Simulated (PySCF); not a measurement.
An unknown is described by computed data only.

Formula: AlF3H3P.

| Quantity | Value |
| --- | --- |
| XPS | P2p3/2 139.1, F1s 691.5 (×3), Al1s 1568.2, P1s 2152.6 eV [ΔSCF SCAN, pcX-2 on the ionised atom, pcseg-1 elsewhere, spin-free X2C, 2p3/2 from a spin–orbit splitting computed afterwards within the 2p shell] |
| Polarisability | 48.7 au [B3LYP/def2-SVPD] |
| NMR, other nuclei | isotropic shieldings of nuclei other than C and H, by class: 342 (3 F), 503 (1 Al), 510 (1 P) ppm [GIAO B3LYP/pcSseg-1 (pcSseg-2 on Al)] |
| Rotational structure | rotational constants A, B, C: 3.185, 1.931, 1.928 GHz [PBE0-D3(BJ)/def2-SVP] |
| UV, strongest line | among the 15 lowest singlet transitions: S3 at 7.93 eV (156 nm, f = 0.188) [TDDFT B3LYP/def2-SVPD] |
| Triplet | lowest triplet excitation (Tamm–Dancoff): 6.84 eV [TDA B3LYP/def2-SVPD] |
| UV, first state | lowest singlet excitation: 7.88 eV (157 nm, f = 0.043) [TDDFT B3LYP/def2-SVPD] |

The electronic properties come from PySCF, for the isolated species, density fitting. Levels stand in brackets. Geometry: PBE0-D3(BJ)/def2-SVP; no solvent, vibrations or thermal averaging. NMR values are class means; diastereotopic atoms form classes of their own.

Question: Give a SMILES that accounts for the data.

Answer: The other shieldings belong to: 342 ppm, fluorine bonded to Al; 503 ppm, aluminium bonded to 3 F and P; 510 ppm, phosphorus bonded to Al and 3 H. The core levels belong to: P2p3/2 139.1 eV, phosphorus bonded to Al and 3 H; F1s 691.5 eV, fluorine bonded to Al; Al1s 1568.2 eV, aluminium bonded to 3 F and P; P1s 2152.6 eV, phosphorus bonded to Al and 3 H. One atom of each topological class was ionised and stands for its class. By its constants the optimised geometry is a nearly prolate symmetric top. Structure: Al(PH3)F3, `[F][Al]([F])([F])<-[PH3]`. The assignments are read from this structure; whether some other isomer fits the data as well wasn't checked.
